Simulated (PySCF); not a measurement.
C5H7GeN.
SMILES: `N#C[C@H]1C=C[CH2][GeH2]1`

Computed, not measured: PBE0-D3(BJ)/def2-SVP geometry optimisation, gas phase in PySCF.

Take the most abundant isotopes and a rigid rotor. 

(1) What are A, B and C (cm⁻¹)?

(2) What kind of rotor is it?

(3) What does the inertial defect say?

(4) Give the other two planar moments, Paa and Pbb, and the rms extents of the mass along the axes.

(5) List the rotational levels J(Ka,Kc) to J = 5 (MHz).

(6) Which lines would a microwave search look for?

(7) Estimate the classical rotational partition function at 25 K, 100 K and 298.15 K.

## Answers

(1) Ia = 185.61, Ib = 313.59, Ic = 442.52 u·Å²; 505379 MHz·u·Å²/I gives 2723, 1612 and 1142 MHz, that is A = 0.09082, B = 0.05376, C = 0.03809 cm⁻¹.

(2) An asymmetric top; Ray's κ = -0.406.

(3) Not planar: Δ = Ic − Ia − Ib = -56.69 u·Å². For a rigid frame Δ = −2 Σ m c², so Σ m c² = 28.34 u·Å² lies off the ab plane: 9.58 from hydrogen and 18.76 from heavier atoms. The atom farthest from that plane is 1.77 Å away.

(4) Paa = Σ m a² = (Ib + Ic − Ia)/2 = 285.25 and Pbb = Σ m b² = (Ia + Ic − Ib)/2 = 157.27 u·Å². With the mass M = 154.98 u, the rms extents √(P/M) along a, b and c are 1.36, 1.01, 0.43 Å.

(5) Above 0(0,0):
J = 1: 1(0,1) 2754, 1(1,1) 3865, 1(1,0) 4334
J = 2: 2(0,2) 8141, 2(1,2) 8902, 2(1,1) 10311, 2(2,1) 13645, 2(2,0) 13765
J = 3: 3(0,3) 15965, 3(1,3) 16392, 3(1,2) 19189, 3(2,2) 21905, 3(2,1) 22462, 3(3,1) 28703, 3(3,0) 28723
J = 4: 4(0,4) 26073, 4(1,4) 26275, 4(1,3) 30836, 4(2,3) 32825, 4(2,2) 34286, 4(3,2) 39909, 4(3,1) 40044, 4(4,1) 49166, 4(4,0) 49169
J = 5: 5(0,5) 38420, 5(1,5) 38505, 5(1,4) 45054, 5(2,4) 46328, 5(2,3) 49188, 5(3,3) 53926, 5(3,2) 54420, 5(4,2) 63200, 5(4,1) 63224, 5(5,1) 75068, 5(5,0) 75069

(6) The dipole components are |μa| = 4.09 D, |μb| = 1.11 D, |μc| = 1.33 D. The squared components, which scale the intensities, stand as 1.00 : 0.07 : 0.11 (a : b : c). Some lines, for components of 0.1 D or more:

| type | branch | J(Ka,Kc) | MHz | lower level (cm⁻¹) |
| --- | --- | --- | --- | --- |
| a | Q | 1(1,0) ← 1(1,1) | 470 | 0.129 |
| c | Q | 2(1,2) ← 2(0,2) | 762 | 0.272 |
| c | Q | 1(1,1) ← 1(0,1) | 1111 | 0.092 |
| a | Q | 2(1,1) ← 2(1,2) | 1409 | 0.297 |
| b | Q | 1(1,0) ← 1(0,1) | 1581 | 0.092 |
| b | Q | 2(1,1) ← 2(0,2) | 2170 | 0.272 |
| a | R | 1(0,1) ← 0(0,0) | 2754 | 0.000 |
| c | Q | 2(2,1) ← 2(1,1) | 3333 | 0.344 |
| b | Q | 2(2,0) ← 2(1,1) | 3454 | 0.344 |
| b | R | 1(1,1) ← 0(0,0) | 3865 | 0.000 |
| b | R | 2(0,2) ← 1(1,1) | 4276 | 0.129 |
| c | R | 1(1,0) ← 0(0,0) | 4334 | 0.000 |
| b | Q | 2(2,1) ← 2(1,2) | 4742 | 0.297 |
| a | R | 2(1,2) ← 1(1,1) | 5038 | 0.129 |
| a | R | 2(0,2) ← 1(0,1) | 5387 | 0.092 |
| a | R | 2(1,1) ← 1(1,0) | 5977 | 0.145 |
| b | R | 2(1,2) ← 1(0,1) | 6149 | 0.092 |
| c | R | 2(1,1) ← 1(0,1) | 7557 | 0.092 |
| b | R | 2(2,1) ← 1(1,0) | 9310 | 0.145 |
| c | R | 2(2,0) ← 1(1,0) | 9430 | 0.145 |
| c | R | 2(2,1) ← 1(1,1) | 9780 | 0.129 |
| b | R | 2(2,0) ← 1(1,1) | 9900 | 0.129 |

(7) Point group C1, symmetry number σ = 1; q = (√π/σ)·√((kT/h)³/(ABC)), k/h = 20836.6 MHz/K: 9410 at 25 K, 75300 at 100 K, 388000 at 298.15 K.

Not checked by PBE0-D3(BJ)/def2-SVP frequencies. These are rigid-rotor constants of the computed structure; measured ground-state constants (B0) also hold zero-point vibration. Quadrupole hyperfine structure (14N) is left out.
